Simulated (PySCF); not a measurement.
## Relaxation of quintet La₂Cl⁺

Computed with PySCF, UPBE, basis Cl def2-SVP, La def2-SVP with ECP46 (scalar-relativistic core potentials, no spin–orbit coupling, density fitting). A (50,194) grid was used.

A start displaced from a saddle point along its imaginary mode, of C2v symmetry, held to at least that symmetry:

```xyz
3
charge 1 multiplicity 5, angstrom
Cl    0.0644   -0.2416    0.0000
La   -0.0081    0.0304    2.7757
La   -0.0081    0.0304   -2.7757
```

Optimiser trace:
```json
{"step": "0", "E − E(last) (kJ/mol)": "147.72", "largest gradient (Eh/bohr)": "0.00182"}
{"step": "1", "E − E(last) (kJ/mol)": "147.64", "largest gradient (Eh/bohr)": "0.00131"}
{"step": "2", "E − E(last) (kJ/mol)": "147.54", "largest gradient (Eh/bohr)": "0.00034"}
{"step": "3", "E − E(last) (kJ/mol)": "147.53", "largest gradient (Eh/bohr)": "0.00034"}
{"step": "4", "E − E(last) (kJ/mol)": "147.43", "largest gradient (Eh/bohr)": "0.00043"}
{"step": "5", "E − E(last) (kJ/mol)": "147.42", "largest gradient (Eh/bohr)": "0.00027"}
{"step": "6", "E − E(last) (kJ/mol)": "146.21", "largest gradient (Eh/bohr)": "0.00207"}
{"step": "7", "E − E(last) (kJ/mol)": "146.19", "largest gradient (Eh/bohr)": "0.00391"}
{"step": "8", "E − E(last) (kJ/mol)": "145.42", "largest gradient (Eh/bohr)": "0.00284"}
{"step": "9", "E − E(last) (kJ/mol)": "142.15", "largest gradient (Eh/bohr)": "0.00238"}
{"step": "10", "E − E(last) (kJ/mol)": "133.62", "largest gradient (Eh/bohr)": "0.00452"}
{"step": "11", "E − E(last) (kJ/mol)": "113.82", "largest gradient (Eh/bohr)": "0.01646"}
{"step": "12", "E − E(last) (kJ/mol)": "61.08", "largest gradient (Eh/bohr)": "0.03113"}
{"step": "13", "E − E(last) (kJ/mol)": "14.05", "largest gradient (Eh/bohr)": "0.02213"}
{"step": "14", "E − E(last) (kJ/mol)": "0.02", "largest gradient (Eh/bohr)": "0.00111"}
{"step": "15", "E − E(last) (kJ/mol)": "0.01", "largest gradient (Eh/bohr)": "0.00074"}
{"step": "16", "E − E(last) (kJ/mol)": "0.00", "largest gradient (Eh/bohr)": "0.00041"}
{"step": "17", "E − E(last) (kJ/mol)": "0.00", "largest gradient (Eh/bohr)": "0.00015"}
```

It ends at C2v with Cl–La 2.768 Å (×2), La–La 3.088 Å; Cl–La–La 56.1° (×2), La–Cl–La 67.8° (after a last refinement on a finer grid). The frequency run here used a shortcut that can spoil soft modes, so no verdict on minimum or saddle point is given. Other isomers or separated fragments may lie lower.

Final geometry:
```xyz
3
charge 1 multiplicity 5, angstrom
Cl    0.5256   -1.9720    0.0000
La   -0.0661    0.2479    1.5442
La   -0.0661    0.2479   -1.5442
```

Other spin states or occupations of the open shell can lie lower. No spin–orbit coupling is included, which matters more the heavier the element.
